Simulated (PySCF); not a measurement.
PySCF 2.14 output of an unrestricted B3LYP calculation on a single atom or ion in cc-pVDZ-DK, with scalar relativity by spin-free X2C-1e:

```
SCF conv_tol = 1e-09
number electrons alpha = 15  beta = 11
    P. J. Stephens, F. J. Devlin, C. F. Chabalowski, and M. J. Frisch.,  J. Phys. Chem. 98, 11623 (1994)
cycle= 1 E= -1272.65296409563  delta_E= -0.00955  |g|= 0.0736  |ddm|= 0.262
cycle= 2 E= -1272.65174521886  delta_E= 0.00122  |g|= 0.0982  |ddm|= 0.292
cycle= 3 E= -1272.65433101005  delta_E= -0.00259  |g|= 0.00429  |ddm|= 0.156
cycle= 4 E= -1272.65435247352  delta_E= -2.15e-05  |g|= 0.00113  |ddm|= 0.0169
cycle= 5 E= -1272.65436880905  delta_E= -1.63e-05  |g|= 0.000954  |ddm|= 0.017
cycle= 6 E= -1272.65440645936  delta_E= -3.77e-05  |g|= 0.00161  |ddm|= 0.0703
cycle= 7 E= -1272.6544087841  delta_E= -2.32e-06  |g|= 0.000642  |ddm|= 0.0112
cycle= 8 E= -1272.65440930351  delta_E= -5.19e-07  |g|= 4.33e-05  |ddm|= 0.00876
cycle= 9 E= -1272.65440930411  delta_E= -5.95e-10  |g|= 7.27e-06  |ddm|= 8.61e-05
converged SCF energy = -1272.65440930411  <S^2> = 6.0075712  2S+1 = 5.0030276
```

The run itself started from symmetry-adapted Hartree-Fock orbitals and held the occupation by maximum overlap, on a logarithmic radial grid, so the iterations belong to that start.

Problem. Which element, charge and spin multiplicity is this?

Solution. Fe (iron, neutral), multiplicity 5; the state was [Ar] 3d6 4s2, high-spin 5D determinant.
